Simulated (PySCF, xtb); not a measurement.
Ge(OMe)4 (C4H12GeO4), SMILES C[O][Ge]([O]C)([O]C)[O]C. Other conformers were not sampled.

Harmonic wavenumbers (cm⁻¹) from GFN2-xTB (xtb) at its own minimum, in rising order: 44, 51, 70, 70, 78, 81, 82, 83, 91, 121, 121, 182, 217, 226, 314, 320, 320, 437, 496, 505, 506, 1033, 1034, 1035, 1048, 1126, 1126, 1126, 1127, 1136, 1136, 1136, 1137, 1397, 1399, 1399, 1401, 1463, 1464, 1464, 1464, 1476, 1476, 1477, 1477, 2955, 2956, 2956, 2957, 2975, 2975, 2975, 2976, 2977, 2978, 2978, 2978.

### Question
What does PySCF with PBE-D3(BJ)/def2-SVP give at its own minimum? (Estimate from the structure and the level; the computed values follow.)

### Answer
33, 45, 59, 59, 87, 91, 92, 92, 99, 137, 137, 189, 236, 249, 320, 326, 326, 568, 637, 650, 650, 1070, 1073, 1073, 1094, 1133, 1133, 1133, 1133, 1149, 1153, 1153, 1153, 1409, 1410, 1410, 1412, 1416, 1417, 1417, 1418, 1429, 1429, 1431, 1432, 2927, 2927, 2927, 2930, 3006, 3006, 3007, 3007, 3042, 3042, 3042, 3042. Paired by order, the mean absolute difference is 33 cm⁻¹ and the zero-point energies are 100.9 and 102.2 kcal/mol.
